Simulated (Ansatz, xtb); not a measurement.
CHFGe: where a starting geometry ends

The starting geometry of this gas-phase singlet has its atoms placed at random.

```yaml
atoms:
  - { symbol: C, position_ang: [0.4929, 0.1075, -1.0813] }
  - { symbol: F, position_ang: [-0.0279, -0.4316, 1.7596] }
  - { symbol: Ge, position_ang: [1.5516, 0.7590, 0.7472] }
  - { symbol: H, position_ang: [0.6218, -0.6536, -0.2411] }
```

Q: Guess where an optimisation with r2SCAN-D4/def2-SVP ends from this start.

A: It ends as `F[CH]=[Ge]`. Distances that change by over a tenth: C1–Ge3 (2.21 → 1.83 Å), Ge3–H4 (1.96 → 2.52 Å). Contacts that close: C1–F2 (2.94 → 1.34 Å).

The energy falls by 3.81 eV over 17 steps:

| step | E − E(last) (eV) |
| --- | --- |
| 1 | 3.814 |
| 3 | 2.009 |
| 5 | 1.570 |
| 6 | 1.396 |
| 8 | 0.790 |
| 10 | 0.369 |
| 12 | 0.046 |
| 13 | 0.014 |
| 15 | 0.001 |
| 17 | 0.000 |

Final geometry (Å):

```xyz
4

C     0.5828   -0.1333    0.2894
F    -0.3715   -0.6173    1.0961
Ge    1.8291    1.1922    0.4872
H     0.5980   -0.6603   -0.6884
```

From the same start GFN2-xTB reaches the same bonding as this run.

From so rough a start the end depends on the optimiser's path, so another program may land elsewhere. No frequencies were run, so the end isn't proven a minimum. Run with Ansatz 0.2.0, 16 s on 1 thread of Intel(R) Xeon(R) 6975P-C (Granite Rapids), on a shared host.
